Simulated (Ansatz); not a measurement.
A trace of molecular dynamics of ClFGe2H6 (10 atoms, charge 0, multiplicity 1).

Level of theory: Ansatz, RKS PBE0-D4/def2-mTZVP.

- ensemble: NVE (velocity Verlet)
- starting velocities drawn for: 100 K
- seed: 7985

```csv
time (fs),T (K),potential energy less start (eV),conserved less start (meV/atom)
0,100,0.000,0.00
4,66,0.036,0.05
8,148,-0.050,0.01
12,256,-0.161,0.04
16,505,-0.419,-0.01
20,691,-0.611,0.02
24,878,-0.805,-0.01
28,939,-0.867,0.01
32,924,-0.852,-0.01
36,829,-0.753,0.03
40,905,-0.832,0.03
44,1154,-1.090,0.01
48,1366,-1.309,0.00
52,1429,-1.375,0.00
56,1373,-1.316,0.03
60,1329,-1.271,0.01
64,1289,-1.229,0.04
68,1380,-1.323,0.01
72,1488,-1.435,0.04
76,1694,-1.648,-0.01
80,1786,-1.743,0.01
84,1801,-1.759,-0.04
88,1551,-1.501,0.02
92,1332,-1.274,0.00
96,1203,-1.141,0.03
100,1201,-1.138,-0.02
```

Problem. Is this trajectory sound?

Solution. The conserved energy stayed within 0.046 meV per atom of its start (net change -0.023 meV per atom), so the integration is sound. The kinetic energy rose, since the run started high on the potential surface and went downhill. It ends in pieces (ClFGe2H4 + H2), so much of that is their flight and rotation, not heat. A run of 0.1 ps of so small a system gives no equilibrium averages. The orbitals stay closed-shell, which can raise the energy where a bond breaks towards radicals; this wasn't checked here. The time step was 0.5 fs.

Run time: 5.1 min on 4 threads of Intel(R) Xeon(R) 6975P-C (Granite Rapids), on a shared host, peak memory 0.39 GiB.
